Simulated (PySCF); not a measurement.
Computed IR spectrum (relative IR intensity) of a molecule CH12N2Si3. The structure is a stationary point at PBE-D3(BJ)/def2-SVP. One conformer was computed; it need not be the lowest. Method: PBE-D3(BJ)/def2-SVP run with PySCF. Frequencies are harmonic and unscaled.

Lines under 2 % of the strongest are left out, and lines within 2 cm⁻¹ are merged.

```
ν (cm⁻¹)  relative intensity
--------  ------------------
114                      4.2
239                      5.1
272                      3.6
324                       16
390                       43
591                      3.5
609                      2.2
646                      8.5
686                       17
767                       70
771                       17
804                       17
854                       24
858                       17
867                      100
894                       97
915                       51
918                       41
930                       16
1040                     3.8
1198                     3.6
1495                      14
1569                     7.2
2082                      53
2141                      50
2153                      34
2159                      26
2165                      35
2175                      21
2179                      65
3488                     8.4
3580                     8.3
```

Problem. Which molecule gave these data?
A) CN([SiH3])[Si@@H](N)[SiH3]
B) CN[SiH2]N([SiH3])[SiH3]
C) N[SiH2]C(N)([SiH3])[SiH3]
D) C[SiH2][SiH2][SiH](N)N

Solution. C, N[SiH2]C(N)([SiH3])[SiH3]
